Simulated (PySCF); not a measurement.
# RuO₂Br + HBr → HRuO₂ + Br₂

Level: PBE0 in the def2-TZVP basis family, computed in PySCF with density fitting; scalar-relativistic core potentials for atoms from Rb on, none lighter, no spin–orbit coupling; open shells unrestricted.

| species | state and structure | ZPE (kJ/mol) | H(298 K) − H(0) (kJ/mol) | S° (J/(mol K)) |
| --- | --- | --- | --- | --- |
| RuO₂Br | doublet, C2v, Ru–Br 2.329 Å, Ru–O 1.647 Å (×2); Br–Ru–O 115.1° (×2), O–Ru–O 129.7° | 17.6 | 15.8 | 327.4 |
| HBr | singlet, C∞v, H–Br 1.421 Å | 16.0 | 8.7 | 198.5 |
| HRuO₂ | doublet, Cs, Ru–H 1.588 Å, Ru–O 1.655 Å (×2); H–Ru–O 105.4° (×2), O–Ru–O 139.8° | 32.5 | 12.8 | 286.6 |
| Br₂ | singlet, D∞h, Br–Br 2.281 Å | 2.0 | 9.7 | 244.8 |

Problem. Is the gas-phase reaction uphill or downhill in electronic energy at this level, and by how much?

Solution. At PBE0/def2-TZVP, ΔE = 180.3 kJ/mol, uphill. 

Problem. Add zero-point, thermal and entropy terms for 298.15 K and 1 bar.

Solution. ΔZPE = 0.9 and Δ[H(298) − H(0)] = -2.0 kJ/mol give ΔH° = 179.2 kJ/mol. ΔS° = 5.5 J/(mol K), so ΔG° = 179.2 − 298.15 × (0.0055) = 178 kJ/mol.

Open d or f shells are single determinants, so the state found may not be the ground state. Only the bonding shown was studied: isomers, or loss of a ligand pair, can lie lower.
